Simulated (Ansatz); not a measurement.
`[SiH3][Ga]1[O][SiH2][S]1` + H₂ → `[O]1[SiH2][S][GaH]1` + SiH₄  (hydrogenolysis of a Ga–Si bond)

Program: Ansatz. Geometries: PBE0-D4/def2-TZVP. ΔE: electronic, gas phase. CCSD(T)/CBS adds triple-zeta CCSD(T) − MP2 to the extrapolated MP2 energy (def2 sets, frozen cores). This one scheme is used for every species. DFT in def2-TZVPP. B3LYP here is the variant with VWN-RPA as its local correlation; programs differ in this. For Ga outer-core shells are correlated without core-valence functions, which leaves a few kJ/mol of doubt a bond. Scalar relativity is left out up to krypton.

| level | ΔE (eV) |
| --- | --- |
| B3LYP | 0.02 |
| MP2/CBS(def2) | 0.15 |

Question: What does CCSD(T)/CBS give? (Estimate.)

Answer: Computed: +0.13 eV. The listed levels differ from it by -0.11, 0.02 eV.

Largest T1 diagnostic among the species: 0.015.

Leaving LDA and LC-ωPBE aside and taking each functional with its dispersion term where it has one, the values, not all of them listed here, spread over 0.21 eV, from B97M-V to revPBE-D4. From PBE to PBE0 (25 % exact exchange), in def2-TZVPP and without D4, ΔE moves by −0.06 eV.
